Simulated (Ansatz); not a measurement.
Frontier orbitals of CH5FO2Si2.

```tsv
atom	x (Å)	y (Å)	z (Å)
C1	-0.376	-0.298	-1.499
Si2	-0.423	0.662	0.085
O3	-0.788	-0.405	1.309
Si4	-0.073	-1.349	2.422
O5	0.983	1.434	0.413
F6	1.500	-1.151	2.042
H7	0.405	-1.063	-1.471
H8	-0.173	0.364	-2.344
H9	-1.332	-0.797	-1.678
H10	-1.463	1.712	0.081
H11	1.740	0.890	0.641
```

The species carries charge 0 and has multiplicity 1. The bonds changed during the relaxation, so this is another structure than the one it started from. The structure was optimised at the PBE0-D4/def2-TZVP level. It is one conformer, not always the lowest. Basis def2-TZVPP, Ansatz.

```json
{"functional": "PBE", "HOMO (eV)": "-6.54", "LUMO (eV)": "-2.53", "gap (eV)": "4.01"}
{"functional": "B97M-V", "HOMO (eV)": "-6.87", "LUMO (eV)": "-2.41", "gap (eV)": "4.46"}
{"functional": "PBE0", "HOMO (eV)": "-7.72", "LUMO (eV)": "-1.71", "gap (eV)": "6.01"}
{"functional": "r2SCAN0", "HOMO (eV)": "-7.86", "LUMO (eV)": "-1.65", "gap (eV)": "6.21"}
{"functional": "BHLYP", "HOMO (eV)": "-8.80", "LUMO (eV)": "-0.81", "gap (eV)": "7.99"}
{"functional": "CAM-B3LYP", "HOMO (eV)": "-9.09", "LUMO (eV)": "-0.62", "gap (eV)": "8.47"}
{"functional": "ωB97M-V", "HOMO (eV)": "-9.91", "LUMO (eV)": "0.30", "gap (eV)": "10.21"}
```

A quarter of exact exchange (PBE0) shifts PBE's HOMO by −1.18 eV and its LUMO by +0.82 eV; full exchange at long range (ωB97M-V) shifts them by −3.37 and +2.83 eV. The gap opens from 4.01 to 10.21 eV, since occupied levels lose self-interaction and empty ones feel all the electrons. A positive LUMO is unbound and depends on the basis.
